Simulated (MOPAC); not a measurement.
MOPAC input (AM1):

```
AM1 1SCF CHARGE=-1 GEO-OK AUX(PRECISION=9) THREADS=1
C2HClF3

C    -0.76398400 1   -0.64348800 1   -0.34542900 1
C     0.63138400 1   -0.30599900 1   -0.15763700 1
F     1.13636800 1    0.94469000 1   -0.62699800 1
F     1.43050000 1   -1.20605600 1   -0.82546100 1
F     1.06125500 1   -0.30098200 1    1.14364400 1
Cl   -1.81573500 1    0.66788400 1    0.42400400 1
H    -0.99001800 1   -0.59596600 1   -1.41035300 1
```

Output:

```
 *******************************************************************************
 **                                                                           **
 **                              MOPAC v23.2.5                                **
 **                                                                           **
 *******************************************************************************
 ** MOPAC's Digital Object Identifier: https://doi.org/10.5281/zenodo.6511958 **
 **                                                                           **
 ** Please cite the open-source release paper for use of this MOPAC version:  **
 ** J. E. Moussa and J. J. P. Stewart (2026)                                  **
 ** MOPAC: An open-source semiempirical molecular orbital program             **
 ** J. Open Source Softw., 11(119), 8025, https://doi.org/10.21105/joss.08025 **
 *******************************************************************************

                              AM1 CALCULATION RESULTS

 *******************************************************************************
 *  AM1        - The AM1 Hamiltonian to be used
 *  GEO-OK     - OVERRIDE INTERATOMIC DISTANCE AND OTHER SAFETY CHECKS
 *
 *
 *
 *                 CHARGE ON SYSTEM = -1
 *
 *
 *
 *  1SCF       - DO 1 SCF AND THEN STOP
 *  AUX        - OUTPUT AUXILIARY INFORMATION
 *******************************************************************************
AM1 1SCF CHARGE=-1 GEO-OK AUX(PRECISION=9) THREADS=1
 C2HClF3

   ATOM   CHEMICAL          X               Y               Z
  NUMBER   SYMBOL      (ANGSTROMS)     (ANGSTROMS)     (ANGSTROMS)

     1       C         -0.76398400  *  -0.64348800  *  -0.34542900  *
     2       C          0.63138400  *  -0.30599900  *  -0.15763700  *
     3       F          1.13636800  *   0.94469000  *  -0.62699800  *
     4       F          1.43050000  *  -1.20605600  *  -0.82546100  *
     5       F          1.06125500  *  -0.30098200  *   1.14364400  *
     6      Cl         -1.81573500  *   0.66788400  *   0.42400400  *
     7       H         -0.99001800  *  -0.59596600  *  -1.41035300  *

          CARTESIAN COORDINATES

    NO.       ATOM           X           Y           Z

     1         C         -0.7640     -0.6435     -0.3454
     2         C          0.6314     -0.3060     -0.1576
     3         F          1.1364      0.9447     -0.6270
     4         F          1.4305     -1.2061     -0.8255
     5         F          1.0613     -0.3010      1.1436
     6        Cl         -1.8157      0.6679      0.4240
     7         H         -0.9900     -0.5960     -1.4104

  H: (AM1): M.J.S. DEWAR ET AL, J. AM. CHEM. SOC. 107 3902-3909 (1985)
  C: (AM1): M.J.S. DEWAR ET AL, J. AM. CHEM. SOC. 107 3902-3909 (1985)
  F: (AM1): M.J.S. DEWAR AND E. G. ZOEBISCH, THEOCHEM, 180, 1 (1988).
 Cl: (AM1): M.J.S. DEWAR AND E. G. ZOEBISCH, THEOCHEM, 180, 1 (1988).

           Empirical Formula: C2 H F3 Cl  =     7 atoms

      MOLECULAR POINT GROUP   :   C1

      RHF CALCULATION, NO. OF DOUBLY OCCUPIED LEVELS = 19

 -------------------------------------------------------------------------------
 AM1 1SCF CHARGE=-1 GEO-OK AUX(PRECISION=9) THREADS=1
 C2HClF3

     1SCF WAS SPECIFIED, SO BFGS WAS NOT USED
     SCF FIELD WAS ACHIEVED

                              AM1 CALCULATION
                                                       MOPAC v23.2.5 Linux

          FINAL HEAT OF FORMATION =       -164.77604 KCAL/MOL =    -689.42295 KJ/MOL

          COSMO AREA              =        117.36 SQUARE ANGSTROMS
          COSMO VOLUME            =        105.60 CUBIC ANGSTROMS

          IONIZATION POTENTIAL    =          2.826099 EV
          HOMO LUMO ENERGIES (EV) =         -2.826  7.105
          NO. OF FILLED LEVELS    =         19
          MOLECULAR WEIGHT        =        117.4781         POINT GROUP:  C1

          MOLECULAR DIMENSIONS (Angstroms)

            Atom       Atom       Distance
           Cl     6    F     4     3.95106
            H     7    F     5     3.20520
            F     3    C     1     2.13082

          SCF CALCULATIONS        =          1

   ATOM   CHEMICAL          X               Y               Z
  NUMBER   SYMBOL      (ANGSTROMS)     (ANGSTROMS)     (ANGSTROMS)

     1       C         -0.76398400  *  -0.64348800  *  -0.34542900  *
     2       C          0.63138400  *  -0.30599900  *  -0.15763700  *
     3       F          1.13636800  *   0.94469000  *  -0.62699800  *
     4       F          1.43050000  *  -1.20605600  *  -0.82546100  *
     5       F          1.06125500  *  -0.30098200  *   1.14364400  *
     6      Cl         -1.81573500  *   0.66788400  *   0.42400400  *
     7       H         -0.99001800  *  -0.59596600  *  -1.41035300  *

                             CARTESIAN COORDINATES

   1    C       -0.763984000    -0.643488000    -0.345429000
   2    C        0.631384000    -0.305999000    -0.157637000
   3    F        1.136368000     0.944690000    -0.626998000
   4    F        1.430500000    -1.206056000    -0.825461000
   5    F        1.061255000    -0.300982000     1.143644000
   6   Cl       -1.815735000     0.667884000     0.424004000
   7    H       -0.990018000    -0.595966000    -1.410353000

           Empirical Formula: C2 H F3 Cl  =     7 atoms

      MOLECULAR POINT GROUP   :   C1

                  EIGENVALUES
 -46.36874 -43.51084 -42.43862 -30.79705 -25.06949 -18.06771 -14.23310 -14.09064
 -12.24904 -10.35791 -10.09540  -9.62148  -9.27439  -9.13691  -8.31412  -7.95898
  -6.92222  -6.06421  -2.82610   7.10543   7.85051   8.57507   8.95972   9.71273
  10.32593

              NET ATOMIC CHARGES AND DIPOLE CONTRIBUTIONS

  ATOM NO.   TYPE          CHARGE      No. of ELECS.   s-Pop       p-Pop
    1          C          -0.479414        4.4794     1.46376     3.01565
    2          C           0.437783        3.5622     1.21056     2.35166
    3          F          -0.277391        7.2774     1.93812     5.33927
    4          F          -0.217393        7.2174     1.92293     5.29446
    5          F          -0.202116        7.2021     1.92150     5.28062
    6         Cl          -0.306984        7.3070     1.98693     5.32006
    7          H           0.045514        0.9545     0.95449
 DIPOLE           X         Y         Z       TOTAL
 POINT-CHG.     1.590     0.057     0.187     1.602
 HYBRID         0.609     1.434    -0.701     1.709
 SUM            2.199     1.491    -0.514     2.706

          ATOMIC ORBITAL ELECTRON POPULATIONS

     Atom    s        px        py        pz
    1  C   1.46376   0.75801   1.20934   1.04830
    2  C   1.21056   0.92149   0.71199   0.71818
    3  F   1.93812   1.90371   1.52844   1.90712
    4  F   1.92293   1.76492   1.71116   1.81838
    5  F   1.92150   1.90809   1.95789   1.41464
    6 Cl   1.98693   1.77238   1.65904   1.88863
    7  H   0.95449

 **********************
 *                    *
 * JOB ENDED NORMALLY *
 *                    *
 **********************

 == MOPAC DONE ==
```

The dipole moment of an ion depends on the origin.

The geometry given is a B3LYP-D3(BJ)/def2-TZVP minimum.
